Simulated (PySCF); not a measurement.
# Ionisation energy of As²⁺ by level of theory

As²⁺ [Ar] 3d10 4s2 4p1 [4p1/2^1, M_J = 1/2] → As³⁺ [Ar] 3d10 4s2, as a difference of total energies. All numbers are calculated (PySCF 2.14, the two-component X2C-1e Hamiltonian, in x2c-TZVPPall-2c (6s7p4d1f, 54 functions)). Correlated levels: [Ne] frozen. "Screened" scales the spin-orbit matrix elements by Boettger's factors to mimic the two-electron term; Breit and QED terms are absent.

```
                    method  ionisation energy (eV)  error (eV)
           GHF (spin-free)                  27.453      -0.896
          GMP2 (spin-free)                  27.829      -0.520
 GHF (screened spin-orbit)                  27.693      -0.656
GMP2 (screened spin-orbit)                  28.077      -0.272
```

Reference: 28.349 ± 0.012 eV (measured; NIST Atomic Spectra Database, ionization energies).

The spin-free rows lack the spin-orbit shift.

Errors of the correlated levels include the incompleteness of this basis and the frozen core.
